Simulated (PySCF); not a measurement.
Si(F)2(Cl)(Vi), SMILES C=C[Si](F)(F)Cl (C2H3ClF2Si), singlet, CAM-B3LYP/def2-SVP optimised geometry.

```
9

C     -2.34    -1.02     2.26
C     -1.49    -1.64     1.44
Si    -0.76    -0.76     0.00
F     -1.27     0.76     0.00
F     -1.23    -1.40    -1.39
Cl     1.27    -0.76     0.00
H     -2.63     0.02     2.11
H     -2.78    -1.54     3.12
H     -1.22    -2.68     1.62
```

Density from CAM-B3LYP/def2-TZVP (PySCF 2.14.0) at that geometry.

Minimum of the electron density along straight lines between bonded atoms, close to the bond critical point (lines longer than 1.1 times the sum of covalent radii, or with two minima, are not listed):

```tsv
bond	length / Å	ρ at the minimum / e bohr⁻³	∇²ρ there / e bohr⁻⁵	position (fraction from the first atom)
C1–C2	1.335	0.350	-1.06	0.51
C2–Si3	1.831	0.137	0.18	0.61
Si3–F4	1.606	0.139	0.93	0.42
Si3–F5	1.605	0.139	0.94	0.42
Si3–Cl6	2.037	0.106	0.22	0.36
C1–H7	1.094	0.282	-1.01	0.65
C1–H8	1.095	0.281	-1.00	0.65
C2–H9	1.096	0.276	-0.96	0.65
```
